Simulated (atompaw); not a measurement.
# Building the PAW (atompaw) potential for Hg (Z = 80) (PBE, scalar-relativistic).

atompaw 4.2.0.5 was run on this input:

```
Hg 80
GGA-PBE scalarrelativistic loggrid 2001 logderivrange -11 5 401
6 6 5 4 0 0
6 1 0
0 0 0
c
c
c
c
v
v
c
c
c
v
v
c
c
v
v
3
2.05 1.95 2.00 1.35
n
n
y
3.75
n
y
-5.5
n
custom rrkj gramschmidtortho sinc
bessel
1.65
2.05
1.15
1.55
2.05
2.05
0.95
0.95
PWSCFOUT
UPFDX 0.0125d0 UPFXMIN -7.d0 UPFZMESH 80.d0
END
```

Command:

```bash
atompaw < Hg.input > Hg.log
```

The program printed (summary file):

```
Completed calculations for Hg (AE)

 Exchange-correlation type: GGA, Perdew-Burke-Ernzerhof

 Radial integration grid is logarithmic
 r0 =   8.5902065E-05 h =   6.8721652E-03   n =      2001 rmax =   8.0000000E+01

 Scalar relativistic calculation

 AEatom converged in  35 iterations
   nz     =  80.00
   delta  =       1.134899534344E-14

 All Electron Orbital energies:
  n  l      occupancy      energy
  1  0      2.0000000E+00 -6.1142201E+03
  2  0      2.0000000E+00 -1.0836158E+03
  3  0      2.0000000E+00 -2.5714469E+02
  4  0      2.0000000E+00 -5.6539252E+01
  5  0      2.0000000E+00 -8.6862524E+00
  6  0      2.0000000E+00 -5.0103207E-01
  2  1      6.0000000E+00 -9.3424286E+02
  3  1      6.0000000E+00 -2.1399802E+02
  4  1      6.0000000E+00 -4.2397039E+01
  5  1      6.0000000E+00 -4.8888260E+00
  6  1      0.0000000E+00 -7.6852217E-02
  3  2      1.0000000E+01 -1.6865850E+02
  4  2      1.0000000E+01 -2.5632218E+01
  5  2      1.0000000E+01 -7.2472798E-01
  4  3      1.4000000E+01 -7.0475893E+00

 Total energy
   Total                    :   -39245.42379088816233

 ---
 Completed calculations for Hg (SC)

 Exchange-correlation type: GGA, Perdew-Burke-Ernzerhof

 Radial integration grid is logarithmic
 r0 =   8.5902065E-05 h =   6.8721652E-03   n =      2001 rmax =   8.0000000E+01

 Scalar relativistic calculation

 SCatom converged in   4 iterations
   nz     =  80.00
   delta  =       6.360576227868E-16

 Valence Electron Orbital energies:
  n  l      occupancy      energy
   5  0      2.0000000E+00 -8.6862524E+00
   6  0      2.0000000E+00 -5.0103207E-01
   5  1      6.0000000E+00 -4.8888260E+00
   6  1      0.0000000E+00 -7.6852217E-02
   5  2      1.0000000E+01 -7.2472798E-01
   4  3      1.4000000E+01 -7.0475893E+00

 Total energy
   Total                    :   -39245.42379081808758
   Valence                  :    -1884.55036044772442

 PAW parameters:
       lmax =            3
         rc =    2.0526298166940058
        irc =         1468
   rc_shape =    1.9562210757454683
    rc_vloc =    2.0107432726019554
    rc_core =    1.3590290880568237
   Vloc: truncated form - Vps(r)=A.sin(qr)/r for r<rc
   Projector type: RRKJ pseudization + Gram-Schmidt ortho.
   Sinc^2 compensation charge shape zeroed at   1.9562E+00

 Number of basis functions     8
 No.   n  nodes  l      Energy         Cp coeff         Occ
  1    5    4    0   -0.8686252E+01  0.1000000E+01  0.2000000E+01
  2    6    5    0   -0.5010321E+00  0.5493174E+00  0.2000000E+01
  3    5    3    1   -0.4888826E+01  0.1000000E+01  0.6000000E+01
  4    6    4    1   -0.7685222E-01  0.2665575E+00  0.0000000E+00
  5    5    2    2   -0.7247280E+00  0.1000000E+01  0.1000000E+02
  6  999    3    2    0.3750000E+01  0.3188581E+01  0.0000000E+00
  7    4    0    3   -0.7047589E+01  0.1000000E+01  0.1400000E+02
  8  999    1    3   -0.5500000E+01  0.3374723E+00  0.0000000E+00

 Eigenvalues of overlap operator (in the basis of projectors):
    1        2.11150075E-01
    2        3.80937521E-01
    3        1.71731116E+00
    4        9.31846581E+00
    5        1.09882272E+01
    6        1.26253930E+01
    7        9.81802632E+01
    8        1.91965841E+02

 Orbital leakage outside PAW augmentation regions
   orb  is_core?  %out_of_sphere
   1 0    T           0.00
   2 0    T           0.00
   3 0    T           0.00
   4 0    T           0.00
   5 0    F           0.19
   6 0    F          72.55
   2 1    T           0.00
   3 1    T           0.00
   4 1    T           0.00
   5 1    F           1.17
   6 1    F          94.84
   3 2    T          -0.00
   4 2    T           0.00
   5 2    F          16.70
   4 3    F           0.01

 Summary of PAW energies
   Total valence energy     :  -1884.55056735691824
   Smooth energy            :    256.06951069017708
   One center               :  -2140.62007804709538
   Smooth kinetic           :    231.18788454000870
   Vloc energy              :     54.02699384307418
   Smooth exch-corr         :    -38.45648261173973
   One-center xc            :   -702.16805311924531
```

The run took about 9.6 s on one core of a shared server CPU.
